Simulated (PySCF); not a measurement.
Radial density of Sm³³⁺ (samarium, charge +33)

B2PLYP, [Ar] 3d10 4s1, 2S determinant. All numbers are calculated (PySCF 2.14, scalar relativity by spin-free X2C-1e, in an uncontracted even-tempered set (19 s from 2.8 bohr⁻², ratio 2.5; 13 p from 3.6 bohr⁻², ratio 2.5; 8 d from 6.5 bohr⁻², ratio 2.5; 5 f from 17 bohr⁻², ratio 2.7; 4 g from 26 bohr⁻², ratio 2.7)).

```json
{"r (bohr)": "0.0216", "4πr²ρ (e/bohr)": "77.06", "4πr²(ρα − ρβ)": "0.0497"}
{"r (bohr)": "0.0364", "4πr²ρ (e/bohr)": "73.77", "4πr²(ρα − ρβ)": "0.0868"}
{"r (bohr)": "0.0612", "4πr²ρ (e/bohr)": "104.1", "4πr²(ρα − ρβ)": "0.5298"}
{"r (bohr)": "0.103", "4πr²ρ (e/bohr)": "86.63", "4πr²(ρα − ρβ)": "0.0161"}
{"r (bohr)": "0.173", "4πr²ρ (e/bohr)": "84.21", "4πr²(ρα − ρβ)": "1.0171"}
{"r (bohr)": "0.291", "4πr²ρ (e/bohr)": "55.80", "4πr²(ρα − ρβ)": "-0.0097"}
{"r (bohr)": "0.490", "4πr²ρ (e/bohr)": "6.511", "4πr²(ρα − ρβ)": "2.8347"}
{"r (bohr)": "0.824", "4πr²ρ (e/bohr)": "0.4333", "4πr²(ρα − ρβ)": "0.4273"}
{"r (bohr)": "1.39", "4πr²ρ (e/bohr)": "0.0009557", "4πr²(ρα − ρβ)": "0.0010"}
```

Densities and radii are taken from the X2C orbitals without a picture-change correction, which distorts them close to the nucleus.

Spin-orbit coupling, which splits the p, d and f shells strongly at this Z, is absent.

(1) Where is the radial spin density 4πr²(ρα − ρβ) most negative, and why is it negative at all?

Answers

(1) Around r = 0.291 bohr, down to -0.0097 e/bohr: exchange with the open shell polarises the paired shells in an unrestricted calculation.
